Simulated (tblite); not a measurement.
A tight-binding relaxation on `Cc1ccc(B(F)F)c(=O)cc1`.

Computed with GFN2-xTB geometry optimisation, gas phase (tblite 0.8.0). Start geometry: from a force field or distance geometry. The input is one job of a driver script: a line of settings, then coordinates in Å.

Input:
```
{"job": {"kind": "relax", "xc": "GFN2-xTB", "basis": "xTB"}, "charge": 0, "multiplicity": 1}
C     -2.956200    -0.160800     0.105900
C     -1.471300     0.029300     0.056300
C     -0.682700    -1.136100     0.004400
C      0.689200    -1.266000    -0.055800
C      1.700900    -0.302900    -0.041500
B      3.186000    -0.888800    -0.073900
F      3.422700    -2.313300    -0.079300
F      4.354300    -0.015600    -0.074800
C      1.529600     1.098000    -0.044300
O      2.550400     1.830600    -0.057200
C      0.312000     1.795300    -0.034600
C     -0.996600     1.331200     0.017100
H     -3.465300     0.681800     0.652400
H     -3.355000    -0.206200    -0.932600
H     -3.246600    -1.083200     0.643100
H     -1.236700    -2.071500     0.008000
H      1.000800    -2.309700    -0.074800
H      0.396700     2.874300    -0.053100
H     -1.742100     2.122900     0.027400
```

Output:
```
step      E/eV     max force
  0    -964.95730    4.043
  1    -965.61143    2.618
  2    -965.84059    1.358
  3    -965.89167    0.935
  4    -965.91800    0.414
  5    -965.92954    0.236
  6    -965.93340    0.161
  7    -965.93543    0.099
  8    -965.93649    0.102
  9    -965.93824    0.107
... (111 lines left out)
121    -966.01565    0.037
122    -966.01594    0.033
123    -966.01620    0.031
124    -966.01630    0.039
125    -966.01643    0.021
126    -966.01655    0.028
127    -966.01666    0.023
128    -966.01675    0.018
129    -966.01679    0.012
130    -966.01681    0.008
```

«max force» is the largest atomic force in eV/Å.

Q: From which step on does the largest force stay under 0.1 eV/Å, and how much energy is left to gain from there?

A: From step 120 (0.054 eV/Å), 1.4 meV above the end.

Summary of the converged run: energy lowered by 24.4 kcal/mol over 130 steps; largest atomic force 0.008 eV/Å at the end.

Q: Give the final coordinates.

A: 0.388 Å rms from the input after alignment:
```
atom  x, y, z in Å
C1    -2.9397   -0.1076    0.1668
C2    -1.4490   -0.0189    0.0451
C3    -0.6938   -1.1449    0.1626
C4     0.7046   -1.2841   -0.0213
C5     1.6959   -0.3490    0.0264
B6     3.1645   -0.8059   -0.2432
F7     3.4778   -2.0904   -0.3251
F8     4.1682    0.0027   -0.4891
C9     1.5000    1.0699    0.3858
O10    2.3304    1.6847    1.0271
C11    0.3164    1.7445   -0.1585
C12   -0.9392    1.2786   -0.2833
H13   -3.3017    0.6378    0.8734
H14   -3.4062    0.0969   -0.7968
H15   -3.2552   -1.0917    0.5016
H16   -1.2236   -2.0744    0.3328
H17    1.0299   -2.3047   -0.1923
H18    0.5041    2.7841   -0.3996
H19   -1.6931    1.9818   -0.6197
```

On an Arm Neoverse V1 with one thread (shared host), this took 1.1 s.
Labels such as C1 count atoms from 1, the log's own numbers from 0.
